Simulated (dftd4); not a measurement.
C$_{2}$H$_{6}$N (SMILES [CH2-]NC), charge -1, singlet, geometry from GFN2-xTB; D4 for pbe (dftd4 4.2.0).

dftd4 was given this input:
```
$ dftd4 mol.xyz --func pbe --charge -1 --json dftd4.json --noedisp --grad

# file mol.xyz
9

C      0.06838840    -0.34344719     1.28001260
N     -0.02031578     0.57728452     0.03028326
C     -0.01464409    -0.23244926    -1.15661628
H      0.07446949     0.42980237     2.12358233
H     -1.00128293    -0.74920637     1.34561699
H      0.85112316     1.11606852     0.04720825
H      0.82050456    -0.96673735    -1.22449252
H      0.01871469     0.39617056    -2.06419785
H     -0.94378425    -0.81171072    -1.18007793
```

Output, abridged:

```
                    ____  _____ _____     ____  _  _
      -------------|  _ \|  ___|_   _|---|  _ \| || |------------
     |             | | | | |_    | | ___ | | | | || |_           |
     |             | |_| |  _|   | ||___|| |_| |__   _|          |
     |             |____/|_|     |_|     |____/   |_|            |
     |             ===================================           |
     |            E. Caldeweyher, S. Ehlert & S. Grimme          |
     |          Mulliken Center for Theoretical Chemistry        |
     |                    University of Bonn                     |
      -----------------------------------------------------------

Rational (Becke-Johnson) damping: pbe-D4-ATM
---------------------
  s6         1.0000
  s8         0.9595
  s9         1.0000
  a1         0.3857
  a2         4.8069
 alp        16.0000
--------------------

Dispersion energy:      -5.3139899864146E-03 Eh

Gradient norm:           5.1198473719464E-04 Eh/a0
--------------------------------------------------
     #    Z           dE/dx      dE/dy      dE/dz
--------------------------------------------------
     1    6 C    -2.107E-05 -6.057E-05  3.124E-04
     2    7 N     3.293E-05  1.368E-04  1.407E-05
     3    6 C     1.460E-05 -1.169E-04 -3.358E-04
     4    1 H    -8.282E-07 -3.065E-06  4.737E-05
     5    1 H     1.719E-05  1.187E-05  4.981E-05
     6    1 H    -4.387E-05 -2.212E-05  2.325E-06
     7    1 H    -2.670E-05  2.955E-05 -3.455E-05
     8    1 H    -3.272E-06 -5.255E-06 -2.746E-05
     9    1 H     3.102E-05  2.967E-05 -2.809E-05
--------------------------------------------------

Virial:
--------------------------------------------------
      component           x          y          z
--------------------------------------------------
          x      -2.044E-04 -7.560E-05 -3.916E-05
          y      -7.560E-05  7.053E-05  1.865E-05
          z      -3.916E-05  1.865E-05  2.057E-03
--------------------------------------------------

[Info] Dispersion results written to 'dftd4.txt'
[Info] JSON dump of results written to 'dftd4.json'
```
